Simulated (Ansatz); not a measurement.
One change: `FC1=C(F)C(F)C1` becomes `FC1=CCC1F`.

Ansatz, PBE0-D4/def2-TZVP geometries, multiplicity 1. 

```csv
property,`FC1=C(F)C(F)C1`
size of the dipole moment (PBE/def2-TZVPP) / D,1.84
HOMO energy (B3LYP/def2-TZVPP) / eV,-7.40
HOMO–LUMO gap (PBE/def2-TZVPP) / eV,5.52
LUMO energy (PBE0/def2-TZVPP) / eV,0.26
HOMO–LUMO gap (PBE0/def2-TZVPP) / eV,7.87
size of the dipole moment (ωB97M-V/def2-TZVPP) / D,2.01
```

Task: What does the change do to each property? (An estimate is asked.)

Result: The calculation gave: 
```csv
property,`FC1=CCC1F`,shift
size of the dipole moment (PBE/def2-TZVPP) / D,2.10,0.26
HOMO energy (B3LYP/def2-TZVPP) / eV,-7.44,-0.04
HOMO–LUMO gap (PBE/def2-TZVPP) / eV,5.32,-0.20
LUMO energy (PBE0/def2-TZVPP) / eV,-0.07,-0.33
HOMO–LUMO gap (PBE0/def2-TZVPP) / eV,7.58,-0.29
size of the dipole moment (ωB97M-V/def2-TZVPP) / D,2.30,0.29
```

Dipoles are sizes alone; their direction can turn.

B3LYP here is the variant with VWN-RPA as its local correlation; programs differ in this.
